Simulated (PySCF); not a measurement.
# Electronic absorption of C6H14O

Compound: C6H14O.
SMILES: `C(OCC)(C)(C)C`

Method used: TDDFT B3LYP/def2-SVPD, vertical, gas phase, core orbitals frozen in the response (PySCF). One conformer (not necessarily the lowest) at the PBE0-D3(BJ)/def2-SVP geometry, without solvent, vibrations or thermal averaging. Torsions of this conformer, `[CH3:1][CH2:2][O:3][C:4]([CH3:5])([CH3:6])[CH3:7]`: C1–C2–O3–C4 180°, C2–O3–C4–C5 180°.

What does the calculation give for the low-lying excited states?

```csv
state,E (eV),λ (nm),f,|μ| (D),symmetry,"main configurations (H = HOMO, L = LUMO)"
S1,6.52,190.0,0.0010,0.20,–,H→L (98%)
S2,7.13,173.8,0.0084,0.56,A″,H→L+1 (98%)
S3,7.44,166.7,0.0089,0.56,A″,H→L+2 (97%)
S4,7.48,165.7,0.0099,0.59,A′,H→L+3 (98%)
S5,7.81,158.8,0.015,0.70,A′,H-1→L (99%)
S6,7.93,156.3,0.0005,0.12,–,H→L+4 (93%)
S7,8.18,151.5,0.023,0.87,A″,H→L+5 (92%)
S8,8.38,147.9,0.034,1.03,A′,"H-1→L+1 (70%), H→L+6 (26%)"
S9,8.43,147.1,0.036,1.06,A′,"H→L+6 (72%), H-1→L+1 (25%)"
S10,8.49,146.0,0.022,0.82,A″,H→L+7 (95%)
```

Triplets, Tamm–Dancoff:

```csv
state,E (eV),λ (nm),"main configurations (H = HOMO, L = LUMO)"
T1,6.45,192.2,H→L (97%)
T2,7.05,175.7,H→L+1 (91%)
T3,7.37,168.3,H→L+2 (91%)
T4,7.39,167.7,H→L+3 (94%)
```

The lowest singlet comes at 190 nm (630 kJ/mol) in the vacuum ultraviolet; it is very weak; its leading configuration is HOMO→LUMO (98%). The most intense listed level is S9 at 8.43 eV (147 nm, f = 0.036), 1.90 eV above S1. Löwdin shares by element: HOMO oxygen 57%, carbon 23% or more (atoms not listed hold the other 21%); LUMO carbon 38% or more (atoms not listed hold the other 62%). Of the 10 states listed, 5 reach f = 0.01 and 1 stays under 0.0005. Orbital energies (eV): HOMO-3 -9.41, HOMO-2 -9.26, HOMO-1 -8.26, HOMO -7.02, LUMO 0.37, LUMO+1 0.92, LUMO+2 1.27. The listed states span 1.97 eV, and the widest gap between neighbours is 0.61 eV (S1 to S2). All these states lie below the vertical ionisation energy of 9.26 eV (ΔSCF). Symmetry labels in Cs follow from the direction of the transition dipole and are given only for states with f of 0.002 or more. The window holds the lowest 10 singlets.

The run took 2.5 min of wall time on an x86-64 server with one thread (shared host).
